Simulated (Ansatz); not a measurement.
`[NH2][Mg][Br]` + `[SiH3]N[SiH3]` → `[NH2][Mg][N]([SiH3])[SiH3]` + HBr  (ligand exchange at a Mg–Br bond)

Computed with Ansatz on PBE0-D4/def2-TZVP structures; ΔE is electronic, products minus reactants. CCSD(T)/CBS is the MP2 limit (def2-TZVPP, def2-QZVPP) plus CCSD(T) − MP2 in def2-TZVPP, frozen cores. This one scheme is used for every species. Functionals use def2-TZVPP. B3LYP here is the variant with VWN-RPA as its local correlation; programs differ in this. HSE06 is defined as in plane-wave codes. For Br, Mg outer-core shells are correlated without core-valence functions, which leaves a few kJ/mol of doubt a bond. Scalar relativity is left out up to krypton. One conformer a species, not always the lowest.

| level | ΔE (kJ/mol) | difference from CCSD(T)/CBS |
| --- | --- | --- |
| LDA (SPW92) | 110.2 | 0.8 |
| PBE-D4 | 110.7 | 1.3 |
| BLYP-D4 | 109.2 | -0.2 |
| r2SCAN-D4 | 117.2 | 7.8 |
| B97M-V | 114.6 | 5.2 |
| PBE0-D4 | 118.7 | 9.3 |
| r2SCANh-D4 | 119.5 | 10.1 |
| HSE06-D4 | 118.8 | 9.4 |
| BHLYP-D4 | 125.7 | 16.3 |
| CAM-B3LYP-D4 | 119.8 | 10.4 |
| ωB97X-V | 121.4 | 12.0 |
| ωB97M-V | 119.7 | 10.3 |
| PBE-QIDH | 121.3 | 11.9 |
| PBE | 115.5 | 6.1 |
| revPBE | 117.2 | 7.8 |
| BLYP | 118.5 | 9.1 |
| r2SCAN | 118.8 | 9.4 |
| B3LYP | 124.1 | 14.7 |
| r2SCANh | 121.2 | 11.8 |
| r2SCAN0 | 124.8 | 15.4 |
| HSE06 | 123.1 | 13.7 |
| BHLYP | 132.7 | 23.3 |
| CAM-B3LYP | 124.5 | 15.1 |
| LC-ωPBE | 122.9 | 13.5 |
| RPA@PBE/def2-TZVPP | 99.8 | -9.6 |
| HF/def2-SVP | 139.1 | 29.7 |
| MP2/def2-SVP | 114.6 | 5.2 |
| CCSD/def2-SVP | 114.6 | 5.2 |
| CCSD(T)/def2-SVP | 110.4 | 1.0 |
| HF/def2-TZVPP | 146.6 | 37.2 |
| MP2/def2-TZVPP | 110.9 | 1.5 |
| SCS-MP2/def2-TZVPP | 112.0 | 2.6 |
| CCSD/def2-TZVPP | 114.2 | 4.8 |
| CCSD(T)/def2-TZVPP | 109.2 | -0.2 |
| HF/def2-QZVPP | 144.9 | 35.5 |
| MP2/def2-QZVPP | 110.4 | 1.0 |
| SCS-MP2/def2-QZVPP | 111.6 | 2.2 |
| HF/CBS(def2) | 144.6 | 35.2 |
| MP2/CBS(def2) | 111.1 | 1.7 |
| CCSD/CBS(def2) | 114.3 | 4.9 |
| CCSD(T)/CBS | 109.4 | 0 |

Largest T1 diagnostic among the species: 0.010.

Leaving LDA and LC-ωPBE aside and taking each functional with its dispersion term where it has one, the values, not all of them listed here, spread over 18.3 kJ/mol, from revPBE-D4 to BHLYP-D4. LDA lies −5.3 kJ/mol from PBE without D4. From BLYP to BHLYP (50 % exact exchange), in def2-TZVPP and without D4, ΔE moves by +14.2 kJ/mol. The D4 term adds −7.6 kJ/mol with B3LYP and −4.4 kJ/mol with PBE0; it sums over pairs of atoms, weighted by their polarisabilities, and B3LYP, whose exchange is more repulsive, gets the larger term.
